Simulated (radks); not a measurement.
The numbers below are computed, except where a source is named.
Problem. The mean radii <r> (bohr) of the occupied orbitals of an atom or ion are listed with their occupations. Level of theory: scalar-relativistic Kohn-Sham, LDA (Slater exchange, Perdew-Wang correlation), spin-polarised, spherical densities, finite nucleus; Fermi nuclear charge, rms radius of each element as measured or else 0.836 A^(1/3) + 0.57 fm (a radial shooting solver on a logarithmic mesh with Libxc functionals).

orbital  occ.      <r>
1s up       1  0.02152
1s down     1  0.02152
2s up       1  0.09157
2s down     1  0.09156
2p up       3  0.08091
2p down     3  0.08091
3s up       1   0.2397
3s down     1   0.2396
3p up       3   0.2384
3p down     3   0.2382
3d up       5   0.2167
3d down     5   0.2165
4s up       1   0.5418
4s down     1   0.5419
4p up       3   0.5740
4p down     3   0.5742
4d up       5   0.6240
4d down     5   0.6248
5s up       1    1.320
5s down     1    1.334
5p up       3    1.563
5p down     3    1.583
4f up       7   0.8856
6s up       1    3.676
4f down     2   0.9374

Name the element and its charge. Open shells, if any, are filled with parallel spins first.

Solution. Z = 65, terbium, charge +1: Tb+ in [Xe] 4f9 6s1. The 1s radius gives Z: for a bare nucleus <r> = (2 gamma + 1)/(2Z) with gamma = sqrt(1 - (Z/c)^2), 0.02124 bohr for Z = 65, and screening makes it slightly larger (0.02152 here). The occupations add up to 64, and the charge is Z minus that.
